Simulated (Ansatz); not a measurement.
`CBBF` + CH₄ → `CBBC` + H–F at 500 K and 1 bar (formal exchange of groups at a B–F bond).

Computed with Ansatz on PBE0-D4/def2-TZVP structures; ΔE is electronic, products minus reactants. CCSD(T)/CBS adds triple-zeta CCSD(T) − MP2 to the extrapolated MP2 energy (def2 sets, frozen cores). This one scheme is used for every species. Each species was taken in one conformer, which may not be the lowest.

```
species  CCSD(T)/CBS energy (Eh)  H − E (kJ/mol)  S (J/(mol·K))
 `CBBF`               -190.46132           203.8          362.4
    CH₄                -40.46206           135.6          206.8
 `CBBC`               -130.47910           298.9          391.6
    H–F               -100.39570            39.4          188.7
```

H − E and S are ideal-gas, rigid-rotor, harmonic terms from PBE0-D4/def2-TZVP, for one conformer and one mirror image of each species. 1 Eh = 2625.50 kJ/mol, R = 8.31446 J/(mol·K).

Task: By hand: ΔE, ΔH, ΔS and ΔG.

Result: ΔE = (-130.47910) + (-100.39570) − (-190.46132) − (-40.46206) = 0.04858 Eh = 127.5 kJ/mol. Δ(H − E) = 298.9 + 39.4 − 203.8 − 135.6 = -1.1, so ΔH = 126.4 kJ/mol. ΔS = 391.6 + 188.7 − 362.4 − 206.8 = 11.1 J/(mol·K). ΔG = 126.4 − 500 × (11.1)/1000 = 120.9 kJ/mol.

Task: By hand: the equilibrium constant, and the temperature at which ΔG would vanish if ΔH and ΔS stayed fixed.

Result: log₁₀ K = −ΔG/(RT ln 10) = -12.6. ΔG = 0 at ΔH/ΔS = 11387 K, far beyond where these terms or the molecules hold.

The number of gas molecules stays the same, so ΔS is small and ΔH decides. A doubt of 5 kJ/mol in ΔE shifts log₁₀ K by 0.5 here. Other conformers and mirror images would add mixing entropy, several J/(mol·K) or more a flexible species. These are equilibria of isolated gas molecules and say nothing of rates. Largest T1 diagnostic: 0.012 (customary marks: 0.02 for closed shells, 0.045 for open ones).
